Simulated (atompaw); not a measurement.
## nitrogen (N): one change to a PAW (atompaw) potential, before and after

* Element: N
* Generator: atompaw 4.2.0.5
* Type: PAW
* Functional: PBE
* Relativity: scalar-relativistic
* Frozen core: [He]
* Valence charge: 5
* Reference configuration: 2s2 2p2 (charge +1)
* Partial waves: 2s (bound): rc 1.80 bohr; 2s channel at -2.05 Ry: rc 1.80 bohr; 2p (bound): rc 1.80 bohr; 2p channel at 2.55 Ry: rc 1.80 bohr
* Local potential: vpsmatchnc scheme with l = 2 at -0.5 Ry, radius 1.60 bohr
* Core correction: smooth core density matched at 1.40 bohr
* Augmentation charge: besselshape compensation charge, radius 1.75 bohr; PAW radius 1.80 bohr; waves and projectors: custom polynom vanderbiltortho

All-electron outer shells of the reference configuration (PBE, scalar-relativistic, ld1.x):

```tsv
shell	level (eV)	outermost node (bohr)	outermost maximum (bohr)
2s	-32.46	0.32	0.99
2p	-20.69	–	0.92
```

Change: wave 2p channel at 2.55 Ry: rc 1.80 bohr becomes 2p channel at 2.55 Ry: rc 1.10 bohr.

Cutoffs: the cutoffs (Ry, on a coarse ladder) from which the occupation-weighted sum of valence levels, in a spherical-Bessel basis at the reference potential, stays within 10 and 1 mRy of its value at 400 Ry; they do not see the model core or the augmentation charge, which bear on the density cutoff.

Question: What does the change do?

Answer: The potential gets softer (21 Ry and 35 Ry → 18 Ry and 30 Ry); neither file shows a bound ghost.

```tsv
quantity	base	changed
cutoff, loose	21 Ry	18 Ry
cutoff, tight	35 Ry	30 Ry
bound ghosts	none	none
s: phases at 1.81 bohr within 0.05 rad from the reference energy up to (Ry; the scan ends near 5)	to the end of the scan	to the end of the scan
p: phases at 1.81 bohr within 0.05 rad from the reference energy up to (Ry; the scan ends near 5)	to the end of the scan	to the end of the scan
lowest overlap eigenvalue by channel	s 0.65, p 0.88	s 0.65, p 0.92
```

 The cutoffs see the waves, projectors and local potential, not the compensation charge or the core.
